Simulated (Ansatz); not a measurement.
Reaction (cleavage of the Si–Ge bond): `F[SiH](F)[GeH3]` + H₂S → `F[SiH](F)S` + GeH₄

Gas-phase electronic energies from Ansatz, PBE0-D4/def2-TZVP geometries. CBS: MP2 limit from def2 TZ/QZ plus the TZ coupled-cluster correction, frozen cores. This one scheme is used for every species. For Ge outer-core shells are correlated without core-valence functions, which leaves a few kJ/mol of doubt a bond. Scalar relativity is left out up to krypton. One conformer a species, not always the lowest.

`F[SiH](F)[GeH3]`:

Cartesian coordinates in Å:
```
F 0.880 0.870 -1.891
Si 0.603 -0.371 -0.932
F 2.021 -0.909 -0.446
Ge -0.660 0.347 0.949
H -0.015 -1.435 -1.755
H -2.018 0.891 0.479
H 0.092 1.449 1.707
H -0.902 -0.842 1.890
```

H₂S:

Cartesian coordinates in Å:
```
S -0.446 0.210 0.376
H -0.437 -0.283 -0.872
H 0.883 0.073 0.496
```

`F[SiH](F)S`:

```xyz
6

F    -1.328   -0.013   -1.062
Si   -0.440    0.018    0.250
F    -0.365   -1.488    0.739
S     1.477    0.793   -0.141
H    -1.098    0.841    1.275
H     1.754   -0.150   -1.061
```

GeH₄:

Cartesian coordinates in Å:
```
Ge 0.000 0.000 0.000
H -0.846 0.673 1.089
H 0.535 -1.339 0.523
H 1.177 0.911 -0.370
H -0.866 -0.246 -1.242
```

| level | ΔE (kJ/mol) |
| --- | --- |
| MP2/def2-QZVPP | -65.5 |
| MP2/CBS(def2) | -65.3 |

(1) What does CCSD(T)/CBS give? (An estimate is asked.)

Largest T1 diagnostic among the species: 0.012.

Answers

(1) Computed: -58.9 kJ/mol. The listed levels differ from it by -6.6, -6.4 kJ/mol.

Leaving LDA and LC-ωPBE aside and taking each functional with its dispersion term where it has one, the values, not all of them listed here, spread over 13.9 kJ/mol, from B97M-V to PBE-D4. LDA lies −3.4 kJ/mol from PBE without D4. From BLYP to BHLYP (50 % exact exchange), in def2-TZVPP and without D4, ΔE moves by −8.5 kJ/mol.
